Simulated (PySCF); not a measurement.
# Working out the ionisation energy of Mg⁺

Mg⁺ [Ne] 3s1 (2S) → Mg²⁺ [Ne] (1S). All numbers are calculated (PySCF 2.14, the spin-free X2C one-electron Hamiltonian (Gaussian nucleus), in aug-cc-pCVTZ-DK with one added diffuse shell each of s, p, d, f type (9s8p6d4f, 91 functions)). Frozen: nothing. Energies in hartree (1 hartree = 27.21139 eV):

```json
{"part": "UHF", "Mg⁺ (lower)": "-199.676474", "Mg²⁺ (upper)": "-199.134606"}
{"part": "CCSD correlation", "Mg⁺ (lower)": "-0.302160", "Mg²⁺ (upper)": "-0.294542"}
{"part": "(T)", "Mg⁺ (lower)": "-0.002241", "Mg²⁺ (upper)": "-0.001968"}
```

Q: What does Hartree-Fock give?

A: (-199.134606) − (-199.676474) = 0.541868 hartree = 14.745 eV.

Q: What do CCSD and CCSD(T) give?

A: The CCSD correlation energies differ by 0.007618 hartree = 0.207 eV and the triples by 0.000273 hartree = 0.007 eV, so CCSD gives 14.952 eV and CCSD(T) 14.959 eV.

Measured between the centres of the two terms (NIST): 15.035 eV, so CCSD(T) (all electrons) is off by -0.076 eV.

What remains against the reference includes basis incompleteness and higher excitations.
